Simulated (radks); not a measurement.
Results of a calculation; reference values are marked as such.
Problem. The mean radii <r> (bohr) of the occupied orbitals of an atom or ion are listed with their occupations. Code: a radial shooting solver on a logarithmic mesh with Libxc functionals. Model: scalar-relativistic Kohn-Sham, PBE, spin-polarised, spherical densities, finite nucleus; Fermi nuclear charge, rms radius of each element as measured or else 0.836 A^(1/3) + 0.57 fm.

| orbital | occ. | <r> |
|---|---|---|
| 1s up | 1 | 0.03263 |
| 1s down | 1 | 0.03263 |
| 2s up | 1 | 0.1417 |
| 2s down | 1 | 0.1416 |
| 2p up | 3 | 0.1234 |
| 2p down | 3 | 0.1233 |
| 3s up | 1 | 0.3789 |
| 3s down | 1 | 0.3795 |
| 3p up | 3 | 0.3753 |
| 3p down | 3 | 0.3760 |
| 3d up | 5 | 0.3472 |
| 3d down | 3 | 0.3482 |

Name the element and its charge. Open shells, if any, are filled with parallel spins first.

Solution. Z = 45, rhodium, charge +19: Rh19+ in [Ar] 3d8. The 1s radius gives Z: for a bare nucleus <r> = (2 gamma + 1)/(2Z) with gamma = sqrt(1 - (Z/c)^2), 0.0321 bohr for Z = 45, and screening makes it slightly larger (0.03263 here). The occupations add up to 26, and the charge is Z minus that.
